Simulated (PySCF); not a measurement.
**Relaxation of singlet TeSF2**

Level of theory: PBE0 in PySCF with Te def2-TZVP with ECP28, S def2-TZVP, F def2-TZVP; scalar-relativistic core potentials, no spin–orbit coupling; density-fitted integrals. A (50,194) grid was used.

A start displaced from a saddle point along its imaginary mode, with no symmetry imposed:

Coordinates in bohr (charge 0 multiplicity 1):
```
Te    0.2919   -0.0565   -0.4134
S    -3.9244    0.1185   -0.1890
F     0.5598   -0.0398    3.1334
F     4.0483    0.2268    0.0114
```

Optimiser trace:
```tsv
step	E − E(last) (kJ/mol)	largest gradient (Eh/bohr)
0	159.42	0.00976
1	128.95	0.01961
2	101.97	0.04801
3	50.70	0.03223
4	8.47	0.00774
5	7.54	0.03280
6	2.54	0.01988
7	0.14	0.00321
8	0.01	0.00122
9	0.00	0.00025
10	0.00	0.00009
```

It ends at Cs with Te–F 1.895 Å (×2), Te–S 2.167 Å; F–Te–F 90.0°, F–Te–S 104.4° (×2) (after a last refinement on a finer grid). A frequency run shows a minimum. Other isomers or separated fragments may lie lower.
